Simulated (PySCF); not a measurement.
**Excitation energy of C by level of theory**

C [He] 2s2 2p2 (3P) → C [He] 2s1 2p3 (5S), as a difference of total energies. All numbers are calculated (PySCF 2.14, no relativity, point nucleus, in dyall-av3z). Correlated levels: valence: 1s2 frozen; virtual orbitals above 40 to 60 times the deepest correlated orbital energy dropped. The calculations carry no spin-orbit coupling.

```tsv
method	excitation energy (eV)	error (eV)
UHF	2.570	-1.609
MP2 (valence)	3.713	-0.466
SCS-MP2 (valence)	4.284	+0.105
CCSD (valence)	4.065	-0.114
CCSD(T) (valence)	4.116	-0.063
```

Reference: 4.179 eV (measured; NIST levels, between the centres of gravity of the two terms).

Errors of the correlated levels include the incompleteness of this basis and the frozen core.
